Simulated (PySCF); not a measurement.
Ta(S)(F)(OH)2 (FH2O2STa), SMILES [OH][Ta]([OH])([F])=[S], multiplicity 1.

Geometry: B3LYP-D3(BJ)/def2-SVP. The multiplicity is an assumed one; no other spin state was optimised. The structure was generated by enumeration; whether it is a known compound was not checked. The def2 effective core potentials stand for the cores of Ta; spin–orbit coupling is left out. One conformer was computed; it need not be the lowest.

The numbers are results of PySCF with r2SCAN/def2-TZVP, not measurements.

Symmetry labels are those of the subgroup Cs that the program uses (full group Cs).

Computed valence orbital energies around the gap with their symmetry:
| orbital | symmetry | energy (eV) |
|---|---|---|
| HOMO−7 | A' | -10.90 |
| HOMO−6 | A' | -10.08 |
| HOMO−5 | A" | -9.43 |
| HOMO−4 | A' | -9.24 |
| HOMO−3 | A" | -8.79 |
| HOMO−2 | A' | -7.78 |
| HOMO−1 | A" | -6.87 |
| HOMO | A' | -6.80 |
| LUMO | A" | -2.18 |
| LUMO+1 | A' | -2.00 |
| LUMO+2 | A' | -1.07 |
| LUMO+3 | A" | -0.90 |
